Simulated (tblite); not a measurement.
C5H13F2NSi.
Cartesian coordinates in Å at the GFN2-xTB level; atoms count from 1:
```xyz
22
C5H13F2NSi angstrom
C     -2.0793    0.5558    1.1256
N     -0.9715    0.7847    0.2114
C     -0.1774   -0.3737   -0.1949
C     -0.9592   -1.4500   -0.9549
Si     1.2530    0.3678   -1.2603
C      2.2728    1.5404   -0.1800
C      0.4527   -0.9804    1.0473
F      1.5612   -1.7030    0.7219
F     -0.3519   -1.8587    1.7023
H     -2.5451    1.5188    1.3316
H     -2.8461   -0.1249    0.7356
H     -1.7046    0.1491    2.0629
H     -1.3362    1.2247   -0.6278
H     -1.3895   -1.0272   -1.8608
H     -1.7596   -1.8671   -0.3454
H     -0.2880   -2.2586   -1.2333
H      0.5825    1.1018   -2.3438
H      2.0602   -0.7149   -1.8249
H      2.9289    2.1488   -0.7935
H      2.8952    0.9902    0.5196
H      1.6323    2.2070    0.3902
H      0.7592   -0.2112    1.7704
```

All values are computed: GFN2-xTB (tblite) harmonic vibrations without scaling, gas phase. Against measured fundamentals such values can be off by several per cent, at times by over 20. Modes of hydrogen on silicon can be 10 to 20 % off. One conformer, not necessarily the lowest.

Harmonic wavenumbers (cm⁻¹): 52.4, 65.7, 90.3, 115.1, 149.3, 175.0, 187.9, 207.1, 229.9, 261.3, 278.7, 344.1, 355.3, 398.3, 448.3, 484.0, 575.0, 604.9, 686.8, 711.9, 768.9, 781.9, 801.5, 824.8, 845.7, 894.4, 957.5, 1007.1, 1045.1, 1069.1, 1103.5, 1114.3, 1152.7, 1175.0, 1205.5, 1281.3, 1295.5, 1361.4, 1403.1, 1409.0, 1423.6, 1472.9, 1480.4, 1490.8, 1494.5, 1501.0, 1508.6, 2209.3, 2271.3, 2902.3, 2909.5, 3013.2, 3016.9, 3023.9, 3032.8, 3039.2, 3041.0, 3042.2, 3055.7, 3363.9.

A = 1574, B = 1134, C = 918.0 MHz; mass 153.079 u (most abundant isotopes); point group C1, symmetry number 1.

Task: Zero-point energy?

Result: ½Σν̃ = 38106 cm⁻¹ = 455.85 kJ/mol.

Task: What is S at 273.15 K and 1 bar for an ideal gas of classical rigid rotors and harmonic oscillators?

Result: Translation 169.78, rotation 123.01, vibration 147.79: S = 440.6 J/(mol K).

Task: And Cp and H(273.15 K) − H(0)?

Result: Cp = 185.08 J/(mol K), of which vibrations give 151.82 (their classical limit is 60 R = 498.9); H(273.15 K) − H(0) = 30.77 kJ/mol without the zero-point energy, 21.68 from vibrations.

Task: Blend soft modes into free rotors: weight 1/[1 + (100 cm⁻¹/ν̃)⁴] for the oscillator and the rest for a rotor with moment μB/(μ + B), μ = h/(8π²ν), B = 10⁻⁴⁴ kg m². What vibrational entropy results?

Result: 138.06 J/(mol K) in place of 147.79, which changes −T·S at 273.15 K by +2.66 kJ/mol.

Task: Which modes carry the vibrational entropy at 273.15 K?

Result: 52.4 cm⁻¹: 19.04; 65.7 cm⁻¹: 17.18; 90.3 cm⁻¹: 14.57; 115.1 cm⁻¹: 12.60; 149.3 cm⁻¹: 10.52; 175.0 cm⁻¹: 9.28 J/(mol K); the other 54 give 64.59 together.

Hindered rotation and anharmonicity are outside this model. Other conformers, if any are populated, would add a mixing term that is left out. The structure is chiral; the term R ln 2 for an equal mix with its mirror image is left out.
